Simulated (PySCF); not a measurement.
HfF₃, SMILES [F][Hf]([F])[F] (connectivity only; charge and spin as stated), neutral, multiplicity 2.

Coordinates come from a B3LYP-D3(BJ)/def2-TZVP optimisation. The spin state was assumed, not searched. The isomer is the one that the SMILES or the coordinates give; other isomers of the formula were not compared. The def2 effective core potentials stand for the cores of Hf; spin–orbit coupling is left out.

These are TDA-LC-ωPBE/def2-SVPD (PySCF 2.14.0) values and carry that method's errors.

Vertical excitations; the highest root listed may be one member of a degenerate set. Isolated molecule, no solvent.

Computed UV-visible absorptions:
```json
[
 {"state": "root 1", "energy (eV)": "2.15", "λ (nm)": "578", "f": "0.000", "main pairs": "α HOMO→LUMO+1 (degenerate set)"},
 {"state": "root 2", "energy (eV)": "2.15", "λ (nm)": "577", "f": "0.000", "main pairs": "α HOMO→LUMO+2 (degenerate set)"},
 {"state": "root 3", "energy (eV)": "4.44", "λ (nm)": "279", "f": "0.016", "main pairs": "α HOMO→LUMO+7, α HOMO→LUMO+5 (degenerate set)"},
 {"state": "root 4", "energy (eV)": "4.44", "λ (nm)": "279", "f": "0.016", "main pairs": "α HOMO→LUMO+6, α HOMO→LUMO+4 (degenerate set)"},
 {"state": "root 5", "energy (eV)": "4.51", "λ (nm)": "275", "f": "0.383", "main pairs": "α HOMO→LUMO 94 %"},
 {"state": "root 6", "energy (eV)": "5.13", "λ (nm)": "242", "f": "0.000", "main pairs": "α HOMO→LUMO+3 86 %"},
 {"state": "root 7", "energy (eV)": "6.56", "λ (nm)": "189", "f": "0.065", "main pairs": "α HOMO→LUMO+5, α HOMO→LUMO+7 (degenerate set)"},
 {"state": "root 8", "energy (eV)": "6.56", "λ (nm)": "189", "f": "0.065", "main pairs": "α HOMO→LUMO+4, α HOMO→LUMO+6 (degenerate set)"},
 {"state": "root 9", "energy (eV)": "8.44", "λ (nm)": "147", "f": "0.003", "main pairs": "β HOMO→LUMO (degenerate set)"},
 {"state": "root 10", "energy (eV)": "8.44", "λ (nm)": "147", "f": "0.003", "main pairs": "β HOMO−1→LUMO (degenerate set)"}
]
```
Unrestricted roots are not spin-pure.
